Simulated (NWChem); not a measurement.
System: C2H2BrF; SMILES C(Br)(=C)F

NWChem input:

```
start job
memory heap 200 mb stack 900 mb global 1100 mb
geometry units angstroms noautosym nocenter noautoz
  C     -1.210565     1.633514     0.000000
  C     -0.077865     0.942427     0.000000
  F      1.111551     1.511021     0.000000
  Br     0.030446    -0.931338     0.000000
  H     -2.174056     1.127657     0.000000
  H     -1.165198     2.724322     0.000000
end
basis spherical
  * library 6-31g*
end
dft
  xc pbe0
  iterations 150
end
cosmo
  dielec 78.4
end
task dft energy
```

Coordinates come from a PBE0/def2-SVP optimisation.

Level: PBE0/6-31G* with COSMO at NWChem's default radii, gas-phase geometry; the question gives the dielectric constant.

Predict the main results of this run. (PBE0/6-31G* (spherical d), COSMO on the gas-phase geometry.) Quantities: electrostatic solvation energy (kcal/mol); dipole in solution (D).

The electrostatic solvation energy (kcal/mol) is -1.8. The dipole in solution (D) is 1.61.
